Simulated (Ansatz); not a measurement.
`COC(=S)[TeH]` and `COC=S` differ in one atom or group.

Ansatz, PBE0-D4/def2-TZVP geometries, multiplicity 1. Each molecule was computed in one conformer, which needn't be the lowest.

Elements past krypton have def2 core potentials.

| property | `COC(=S)[TeH]` |
| --- | --- |
| HOMO–LUMO gap (B3LYP/def2-TZVPP) / eV | 4.62 |
| LUMO energy (ωB97M-V/def2-TZVPP) / eV | 0.51 |
| size of the dipole moment (ωB97M-V/def2-TZVPP) / D | 4.10 |
| LUMO energy (PBE/def2-TZVPP) / eV | -2.40 |
| HOMO energy (ωB97M-V/def2-TZVPP) / eV | -8.59 |
| HOMO energy (PBE/def2-TZVPP) / eV | -5.54 |

(1) What does the change do to each property? (Estimate.)

Answers

(1) Ansatz gave: 
```csv
property,`COC=S`,shift
HOMO–LUMO gap (B3LYP/def2-TZVPP) / eV,4.57,-0.05
LUMO energy (ωB97M-V/def2-TZVPP) / eV,0.60,0.09
size of the dipole moment (ωB97M-V/def2-TZVPP) / D,4.08,-0.02
LUMO energy (PBE/def2-TZVPP) / eV,-2.48,-0.08
HOMO energy (ωB97M-V/def2-TZVPP) / eV,-8.81,-0.22
HOMO energy (PBE/def2-TZVPP) / eV,-5.38,0.16
```

Dipoles are sizes alone; their direction can turn.

B3LYP here is the variant with VWN-RPA as its local correlation; programs differ in this.

Spin–orbit coupling is left out; it splits and shifts lone-pair levels of the heavy atoms by tenths of an eV.
